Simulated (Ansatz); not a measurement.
Geometry optimisation, Ansatz, RKS PBE/def2-mTZVP.

Input:

```yaml
crystal:
  periodic: [false, false, false]
  atoms:
    - { symbol: "N", position_ang: [-1.8739, 0.0761, 0.4528] }
    - { symbol: C, position_ang: [-0.7343, -0.4469, -0.1613] }
    - { symbol: "N", position_ang: [-0.0888, 0.6014, -0.9411] }
    - { symbol: C, position_ang: [1.4062, 0.1437, -0.7505] }
    - { symbol: Si, position_ang: [0.8413, -0.641, 0.8949] }
    - { symbol: H, position_ang: [-1.7654, 0.9787, 0.9883] }
    - { symbol: H, position_ang: [-2.5937, 0.3706, -0.2553] }
    - { symbol: H, position_ang: [-0.8897, -1.3378, -0.743] }
    - { symbol: H, position_ang: [-0.2178, 1.562, -0.5395] }
    - { symbol: H, position_ang: [2.0786, 0.933, -0.6696] }
    - { symbol: H, position_ang: [1.6414, -0.6046, -1.4685] }
    - { symbol: H, position_ang: [1.3457, -2.0148, 1.1628] }
    - { symbol: H, position_ang: [0.8709, 0.345, 2.0448] }
basis:
  gaussian: { orbitals: def2-mTZVP }
hamiltonian:
  xc: pbe
relax:
  f_tol: 0.02
  max_steps: 50
```

Run as:

```bash
$ ansatz run input.yaml --threads 2 --pin off --max-ram 3072MiB --backend cpu --events-out ev --progress --plain --runs-dir out
```

**Question.** Where does it end, and by what steps?

**Answer.** It converged. After 6 steps the energy has fallen by 0.687 eV; H12 moved furthest, 0.22 Å.

```tsv
step	energy less start (eV)	largest force component (eV/Å)	accepted
0	0.0000	3.478	yes
1	-0.5992	1.534	yes
2	-0.6756	0.420	yes
3	-0.6846	0.132	yes
4	-0.6859	0.086	yes
5	-0.6864	0.023	yes
6	-0.6866	0.010	yes
```

```xyz
13
Properties=species:S:1:pos:R:3
N -1.980 0.060 0.478
C -0.772 -0.390 -0.146
N 0.017 0.601 -1.020
C 1.432 0.149 -0.765
Si 0.841 -0.672 0.857
H -1.820 0.843 1.118
H -2.683 0.345 -0.211
H -1.020 -1.250 -0.789
H -0.107 1.530 -0.598
H 2.150 0.978 -0.721
H 1.762 -0.544 -1.554
H 1.315 -2.007 1.381
H 0.886 0.323 1.986
```

Whether the end is a true minimum wasn't checked by a vibrational analysis.

The run took 20 s on 2 threads of Arm Neoverse V2, with other jobs on the host, peak memory 0.16 GiB.
